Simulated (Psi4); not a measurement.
H$_{4}$BN, charge +1, doublet, geometry from GFN2-xTB (a state made from the parent by changing its charge; the spin is typed, not shown lowest); MP2/STO-3G (Psi4).

Psi4 was given this input:
```
memory 2 GB

molecule {
1 2
  B    -0.73130621    0.03665242   -0.00704812
  N     0.60086384   -0.03011476    0.00579095
  H    -1.51017053   -0.84599977   -0.16863775
  H    -1.42098447    0.99290666    0.14038813
  H     1.23321839    0.75151551   -0.16929741
  H     1.14842081   -0.87088115    0.19225095
}

set basis sto-3g
set reference uhf

energy('mp2')
print_variables()
```

What the program printed (banner, timings and long lists left out):

```
    SCF Algorithm Type (re)set to DF.

   => Loading Basis Set <=

    Name: STO-3G
    Role: ORBITAL
    Keyword: BASIS

         ---------------------------------------------------------
                                   SCF
               by Justin Turney, Rob Parrish, Andy Simmonett
                          and Daniel G. A. Smith
                              UHF Reference
         ---------------------------------------------------------

  ==> Geometry <==

    Molecular point group: c2
    Full point group: C2

    Geometry (in Angstrom), charge = 1, multiplicity = 2:

       Center              X                  Y                   Z               Mass
    ------------   -----------------  -----------------  -----------------  -----------------
         B            0.000000000000    -0.000000000000    -0.725671520072    11.009305360000
         N            0.000000000000     0.000000000000     0.608232427055    14.003074004430
         H            0.920532748406     0.154520097843    -1.460898506995     1.007825032230
         H           -0.920532748406    -0.154520097843    -1.460898506995     1.007825032230
         H           -0.812303736395     0.180782554417     1.198956048962     1.007825032230
         H            0.812303736395    -0.180782554417     1.198956048962     1.007825032230

  Running in c2 symmetry.

  Rotational constants: A =      5.34819  B =      0.92163  C =      0.79460 [cm^-1]
  Rotational constants: A = 160334.62722  B =  27629.63671  C =  23821.47108 [MHz]
  Nuclear repulsion =   32.714736232872120

  Charge       = 1
  Multiplicity = 2
  Electrons    = 15
  Nalpha       = 8
  Nbeta        = 7

  ==> Algorithm <==

  SCF Algorithm Type is DF.
  DIIS enabled.
  MOM disabled.
  Fractional occupation disabled.
  Guess Type is SAD.
  Energy threshold   = 1.00e-08
  Density threshold  = 1.00e-08
  Integral threshold = 1.00e-12

  ==> Primary Basis <==

  Basis Set: STO-3G
    Blend: STO-3G
    Number of shells: 10
    Number of basis functions: 14
    Number of Cartesian functions: 14
    Spherical Harmonics?: true
    Max angular momentum: 1

   => Loading Basis Set <=

    Name: (STO-3G AUX)
    Role: JKFIT
    Keyword: DF_BASIS_SCF

  ==> Integral Setup <==

  SCF_SUBTYPE=INCORE selected. In-core MEM_DF algorithm will be used.
  Using in-core AOs.

  ==> MemDFJK: Density-Fitted J/K Matrices <==

    J tasked:                   Yes
    K tasked:                   Yes
    wK tasked:                   No
    Algorithm:                 Core
    Schwarz Cutoff:           1E-12
    Mask sparsity (%):       0.0000
    Fitting Condition:        1E-10

   => Auxiliary Basis Set <=

  Basis Set: (STO-3G AUX)
    Blend: DEF2-UNIVERSAL-JKFIT
    Number of shells: 74
    Number of basis functions: 224
    Number of Cartesian functions: 262
    Spherical Harmonics?: true
    Max angular momentum: 4

  Minimum eigenvalue in the overlap matrix is 2.1044379194E-01.
  Reciprocal condition number of the overlap matrix is 9.7962106717E-02.
    Using symmetric orthogonalization.

  ==> Pre-Iterations <==

  SCF Guess: Superposition of Atomic Densities via on-the-fly atomic UHF (no occupation information).

   -------------------------
    Irrep   Nso     Nmo
   -------------------------
     A          8       8
     B          6       6
   -------------------------
    Total      14      14
   -------------------------

  ==> Iterations <==

                           Total Energy        Delta E     RMS |[F,P]|

   @DF-UHF iter SAD:   -78.72670124099348   -7.87267e+01   0.00000e+00
   @DF-UHF iter   1:   -80.08749002419763   -1.36079e+00   2.00589e-02 ADIIS/DIIS
   @DF-UHF iter   2:   -80.12078178302903   -3.32918e-02   5.79881e-03 ADIIS/DIIS
   @DF-UHF iter   3:   -80.12739238291209   -6.61060e-03   4.53208e-03 ADIIS/DIIS
   @DF-UHF iter   4:   -80.13150520892324   -4.11283e-03   3.37220e-03 ADIIS/DIIS
   @DF-UHF iter   5:   -80.13790980339564   -6.40459e-03   2.17270e-03 ADIIS/DIIS
[...]
    Beta Occupied:

[...]
       2B     -0.689802

    Beta Virtual:

[...]
       8A      0.643298

    Final Occupation by Irrep:
              A     B
    DOCC [     5,    2 ]
    SOCC [     0,    1 ]
    NA   [     5,    3 ]
    NB   [     5,    2 ]

  @DF-UHF Final Energy:   -80.14337979372998

   => Energetics <=

    Nuclear Repulsion Energy =             32.7147362328721201
    One-Electron Energy =                -167.2340944396414955
    Two-Electron Energy =                  54.3759784130393911
    Total Energy =                        -80.1433797937299772

  UHF NO Occupations:
  HONO-2 :    5  A 1.9979537
  HONO-1 :    2  B 1.9928975
  HONO-0 :    3  B 1.0000000
  LUNO+0 :    4  B 0.0071025
  LUNO+1 :    6  A 0.0020463
  LUNO+2 :    5  B 0.0010367
  LUNO+3 :    7  A 0.0004427

Computation Completed

Properties will be evaluated at   0.000000,   0.000000,   0.000000 [a0]

Properties computed using the SCF density matrix

 Multipole Moments:

 ------------------------------------------------------------------------------------
     Multipole            Electronic (a.u.)      Nuclear  (a.u.)        Total (a.u.)
 ------------------------------------------------------------------------------------

 L = 1.  Multiply by 2.5417464519 to convert [e a0] to [Debye]
 Dipole X            :          0.0000000            0.0000000            0.0000000
 Dipole Y            :          0.0000000            0.0000000            0.0000000
 Dipole Z            :          0.9005830            0.1991478            1.0997308
 Magnitude           :                                                    1.0997308

 ------------------------------------------------------------------------------------

  //>>>>>>>>>>>>>>>>>>>>>>>>>>>>>>>>>>>//
  //               DFMP2               //
  //<<<<<<<<<<<<<<<<<<<<<<<<<<<<<<<<<<<//

   => Loading Basis Set <=

    Name: (STO-3G AUX)
    Role: RIFIT
    Keyword: DF_BASIS_MP2

	 --------------------------------------------------------
	                          DF-MP2
	      2nd-Order Density-Fitted Moller-Plesset Theory

	        Rob Parrish, Justin Turney, Andy Simmonett,
	           Ed Hohenstein, and C. David Sherrill
	 --------------------------------------------------------

	 --------------------------------------------------------
	                 NBF =    14, NAUX =   152
	 --------------------------------------------------------
	   CLASS    FOCC     OCC    AOCC    AVIR     VIR    FVIR
	   ALPHA       0       8       8       6       6       0
	    BETA       0       7       7       7       7       0
	 --------------------------------------------------------

	-----------------------------------------------------------
	 ==================> DF-MP2 Energies <====================
	-----------------------------------------------------------
	 Reference Energy          =     -80.1433797937299772 [Eh]
	 Singles Energy            =      -0.0000000000000000 [Eh]
	 Same-Spin Energy          =      -0.0077085363937906 [Eh]
	 Opposite-Spin Energy      =      -0.0647521465150767 [Eh]
	 Correlation Energy        =      -0.0724606829088673 [Eh]
	 Total Energy              =     -80.2158404766388458 [Eh]
	-----------------------------------------------------------
	 ================> DF-SCS-MP2 Energies <==================
	-----------------------------------------------------------
	 SCS Same-Spin Scale       =       0.3333333333333333 [-]
	 SCS Opposite-Spin Scale   =       1.2000000000000000 [-]
	 SCS Same-Spin Energy      =      -0.0025695121312635 [Eh]
	 SCS Opposite-Spin Energy  =      -0.0777025758180921 [Eh]
	 SCS Correlation Energy    =      -0.0802720879493556 [Eh]
	 SCS Total Energy          =     -80.2236518816793307 [Eh]
	-----------------------------------------------------------

  Variable Map:
  ----------------------------------------------------------------------------
[...]
  Array Variable Map:
  ----------------------------------------------------------------------------
[...]
[...]
```
